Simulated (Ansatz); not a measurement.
Relaxation of CH4BFO2SSi (11 atoms, charge 0, multiplicity 1), to a largest force component of 0.02 eV/Å in at most 50 steps.

The calculation used RKS B3LYP/cc-pVDZ in Ansatz 0.2.0.

```xyz
11
Properties=species:S:1:pos:R:3:forces:R:3
O -1.017 -2.019 -0.257 -3.75 1.77 -1.62
Si 0.356 -1.047 -0.485 6.08 -0.02 -0.67
B 0.598 0.201 0.926 -0.53 0.13 2.10
C 0.341 1.244 -0.249 -0.75 -1.37 0.86
F 1.336 2.069 -0.519 1.05 1.75 -0.89
S -1.222 2.222 0.146 -0.92 -0.81 0.36
O 0.064 0.390 -1.343 -0.82 1.32 -1.12
H -0.776 -2.648 0.388 -0.67 -2.72 1.12
H -1.568 -1.838 -1.060 -0.70 -1.78 0.71
H 0.919 0.219 2.109 0.04 0.53 -0.70
H -2.074 1.078 0.228 0.97 1.20 -0.14
```

**Question.** Where does it end, and by what steps?

**Answer.** The run converged. After 38 steps the energy has fallen by 4.644 eV; S6 moved furthest, 2.18 Å. Parted: Si2–B3, C4–S6. Joined: B3–S6.

```tsv
step	energy less start (eV)	largest force component (eV/Å)	accepted
0	0.0000	6.075	yes
2	-2.1061	1.381	yes
4	-2.6304	1.617	yes
6	-2.9271	0.668	yes
8	-3.2986	1.097	yes
10	-3.7280	1.038	yes
12	-3.9037	1.300	yes
14	-4.1388	1.148	yes
16	-4.3361	1.107	yes
18	-4.4266	0.449	yes
20	-4.4559	0.189	yes
22	-4.4760	0.551	yes
24	-4.5030	0.207	yes
26	-4.5335	0.355	yes
28	-4.5585	0.300	yes
30	-4.5855	0.622	yes
32	-4.6233	0.342	yes
34	-4.6400	0.156	yes
36	-4.6429	0.086	yes
38	-4.6439	0.013	yes
```

```xyz
11
Properties=species:S:1:pos:R:3
O -1.073 -1.710 -0.649
Si 0.664 -0.846 -1.355
B 0.143 0.799 1.039
C 0.673 0.914 -0.356
F 1.880 1.545 -0.575
S -1.658 0.464 1.367
O -0.042 0.763 -1.538
H -1.437 -1.203 0.143
H -0.929 -2.628 -0.356
H 0.851 0.875 2.002
H -2.115 0.900 0.160
```

The run took 2.6 min on 2 threads of Intel(R) Xeon(R) Platinum 8488C (Sapphire Rapids) (shared host), peak memory 0.35 GiB.
